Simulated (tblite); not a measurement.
Compound: C7H4S3.
Structure used (GFN2-xTB), in Å, numbered top down from 1:
```xyz
14
C7H4S3 angstrom
S     -4.1121   -0.2313   -0.6896
C     -2.9989   -0.0694    0.4975
C     -1.6072   -0.0360    0.2791
C     -0.9276   -0.1281   -0.9227
C      0.4506   -0.0554   -0.7414
S      1.8278   -0.1044   -1.7894
C      2.8826    0.0717   -0.4314
C      2.2404    0.1644    0.7638
C      0.8460    0.0924    0.5944
S     -0.5112    0.1430    1.6491
H     -3.3339    0.0196    1.5267
H     -1.4310   -0.2413   -1.8651
H      3.9406    0.0967   -0.6044
H      2.7332    0.2778    1.7111
```

Computed values, GFN2-xTB/tblite, gas phase, harmonic and unscaled. Against measured fundamentals such values can be off by several per cent, at times by over 20. One conformer, not necessarily the lowest.

Harmonic wavenumbers (cm⁻¹): 71.9, 114.0, 160.9, 200.1, 283.8, 292.1, 366.2, 434.9, 457.9, 481.6, 487.3, 594.3, 601.6, 730.1, 751.8, 779.1, 789.8, 814.5, 826.8, 830.8, 911.7, 1004.7, 1073.1, 1116.8, 1144.5, 1162.3, 1308.6, 1317.9, 1387.1, 1435.3, 1468.6, 1478.5, 2987.5, 3146.9, 3147.6, 3163.6.

A = 2084, B = 512.7, C = 411.5 MHz; mass 183.948 u (most abundant isotopes); point group Cs, symmetry number 1.

Question: What is the zero-point energy?

Answer: ½Σν̃ = 18662 cm⁻¹ = 53.36 kcal/mol.

Question: What is S at 298.15 K and 1 bar for an ideal gas of classical rigid rotors and harmonic oscillators?

Answer: Translation 41.56, rotation 30.97, vibration 22.05: S = 94.6 cal/(mol K).

Question: And Cp and H(298.15 K) − H(0)?

Answer: Cp = 35.15 cal/(mol K), of which vibrations give 27.20 (their classical limit is 36 R = 71.5); H(298.15 K) − H(0) = 6.15 kcal/mol without the zero-point energy, 3.78 from vibrations.

Question: Which modes carry the vibrational entropy at 298.15 K?

Answer: 71.9 cm⁻¹: 4.10; 114.0 cm⁻¹: 3.20; 160.9 cm⁻¹: 2.54; 200.1 cm⁻¹: 2.13; 283.8 cm⁻¹: 1.51; 292.1 cm⁻¹: 1.46 cal/(mol K); the other 30 give 7.11 together.

Question: Blend soft modes into free rotors: weight 1/[1 + (100 cm⁻¹/ν̃)⁴] for the oscillator and the rest for a rotor with moment μB/(μ + B), μ = h/(8π²ν), B = 10⁻⁴⁴ kg m². What vibrational entropy results?

Answer: 21.15 cal/(mol K) in place of 22.05, which changes −T·S at 298.15 K by +0.27 kcal/mol.

Question: How do the functions run with temperature in this model?

Answer: 
```
T (K)  S (cal/(mol K))  Cp (cal/(mol K))  H − H(0) (kcal/mol)  G − H(0) (kcal/mol)  ln q(vib)
  100             68.7              15.6                 1.11                -5.76       0.86
  200             82.6              25.6                 3.17               -13.35       2.68
  300             94.8              35.3                 6.22               -22.22       4.75
  500            116.6              50.0                14.87               -43.42       9.13
  800            142.9              61.5                31.81               -82.51      15.46
 1000            157.1              65.9                44.58              -112.55      19.30
```

q(vib) and H(0) count from the zero-point level.

Hindered rotation and anharmonicity are outside this model. Other conformers, if any are populated, would add a mixing term that is left out.
